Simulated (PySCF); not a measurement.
# Stretching InH

Set-up: In x2c-TZVPPall, H x2c-TZVPPall; spin-free X2C with a Gaussian nucleus (PySCF 2.14). Energies in eV from In + H in their ground configurations at the same level. State: ¹Σ⁺ (singlet), closed shell.

All columns are PBE0. A positive dipole means In(−)H(+).

| R (Å) | E (eV) | μ (D) | Mulliken charge on In (basis-dependent) | HOMO (eV) | LUMO (eV) | Mayer bond order | ⟨S²⟩ |
| --- | --- | --- | --- | --- | --- | --- | --- |
| 1.594 | -2.260 | 0.34 | 0.23 | -5.51 | -1.68 | 0.92 | 0.00 |
| 1.668 | -2.460 | 0.02 | 0.23 | -5.58 | -1.68 | 0.92 | 0.00 |
| 1.742 | -2.574 | -0.31 | 0.23 | -5.63 | -1.70 | 0.92 | 0.00 |
| 1.797 | -2.616 | -0.56 | 0.24 | -5.67 | -1.71 | 0.91 | 0.00 |
| 1.853 | -2.628 | -0.82 | 0.24 | -5.69 | -1.73 | 0.91 | 0.00 |
| 1.909 | -2.616 | -1.07 | 0.25 | -5.71 | -1.75 | 0.91 | 0.00 |
| 1.983 | -2.571 | -1.41 | 0.26 | -5.71 | -1.78 | 0.91 | 0.00 |
| 2.075 | -2.477 | -1.82 | 0.27 | -5.70 | -1.82 | 0.91 | 0.00 |
| 2.187 | -2.329 | -2.31 | 0.28 | -5.66 | -1.87 | 0.91 | 0.00 |
| 2.335 | -2.095 | -2.94 | 0.29 | -5.56 | -1.95 | 0.90 | 0.00 |

A fit through these points gives, at Re = 1.851 Å, μ = -0.81 D and dμ/dR = -4.54 D/Å; the reduced mass is 0.9991 u.

Q: How strong is the fundamental in the double-harmonic approximation, I = 42.26·(dμ/dR)²/μred km/mol?

A: I = 42.26·(-4.54)²/0.9991 = 872 km/mol at PBE0.

Spin–orbit coupling is left out, which matters for elements this heavy, above all for dissociation energies.
